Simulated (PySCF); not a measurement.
# Working out the ionisation energy of Kr

Kr [Kr] (1S) → Kr⁺ [Ar] 3d10 4s2 4p5 (2P). Calculation: PySCF 2.14, in x2c-TZVPPall with one added diffuse shell each of s, p, d type (7s6p5d1f, 57 functions); the spin-free X2C one-electron Hamiltonian (Gaussian nucleus). Frozen: [Ar] 3d10. Energies in hartree (1 hartree = 27.21139 eV):

| part | Kr (lower) | Kr⁺ (upper) |
| --- | --- | --- |
| UHF | -2788.179789 | -2787.700038 |
| CCSD correlation | -0.188150 | -0.157730 |
| (T) | -0.005624 | -0.004066 |

Question: What does Hartree-Fock give?

Answer: (-2787.700038) − (-2788.179789) = 0.479751 hartree = 13.055 eV.

Question: What do CCSD and CCSD(T) give?

Answer: The CCSD correlation energies differ by 0.030420 hartree = 0.828 eV and the triples by 0.001558 hartree = 0.042 eV, so CCSD gives 13.883 eV and CCSD(T) 13.925 eV.

Measured between the centres of the two terms (NIST): 14.222 eV, so CCSD(T) (valence) is off by -0.297 eV.

What remains against the reference includes basis incompleteness, the frozen core and higher excitations.
